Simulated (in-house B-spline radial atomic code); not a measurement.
Relativistic effects in the cadmium ion Cd³⁺, [Kr] 4d9: non-relativistic Hartree-Fock (point nucleus) against Dirac-Hartree-Fock (Fermi nucleus of rms radius 4.6087 fm), both averages of the configuration, computed with an all-electron radial atomic-structure program (B-spline basis).

```tsv
orbital	ε NR (Eh)	ε Dirac (Eh)	<r> NR (bohr)	<r> Dirac (bohr)	change of <r> (%)
1s1/2	-956.63	-988.69	0.0317	0.03039	-4.1
2s1/2	-143.32	-151.13	0.1371	0.1311	-4.4
2p1/2	-133.36	?	0.1173	?	?
2p3/2	-133.36	-133.24	0.1173	0.1164	-0.7
3s1/2	-29.015	?	0.3689	?	?
3p1/2	-24.906	-26.278	0.3611	0.3481	-3.6
3p3/2	-24.906	-24.969	0.3611	0.3587	-0.7
3d3/2	-17.38	-17.323	0.3337	0.3318	-0.6
3d5/2	-17.38	-17.061	0.3337	0.3352	+0.5
4s1/2	-5.7191	-6.0347	0.9099	0.882	-3.1
4p1/2	-4.3134	-4.5511	0.9694	0.9387	-3.2
4p3/2	-4.3134	-4.3241	0.9694	0.9657	-0.4
4d3/2	-2.0147	-2.0058	1.182	1.182	0.0
4d5/2	-2.0147	-1.9753	1.182	1.196	+1.2
```

(1) What happens to 3s1/2?

(2) What happens to 2p1/2?

(3) What explains the pattern of contraction and expansion?

(4) By how much does the total energy change?

Answers

(1) Its energy goes to -30.642 hartree and <r> to 0.3561 bohr (-3.47 %).

(2) Its energy goes to -140.35 hartree and <r> to 0.1113 bohr (-5.12 %).

(3) Expansion is seen in 3d5/2, 4d5/2. The s and p1/2 orbitals contract directly, screen the nucleus better, and so push out orbitals that have little density near the nucleus; spin-orbit coupling adds to this for j = l + 1/2 and opposes it for j = l - 1/2.

(4) By -128.17 hartree, from -5462.985 to -5591.151.
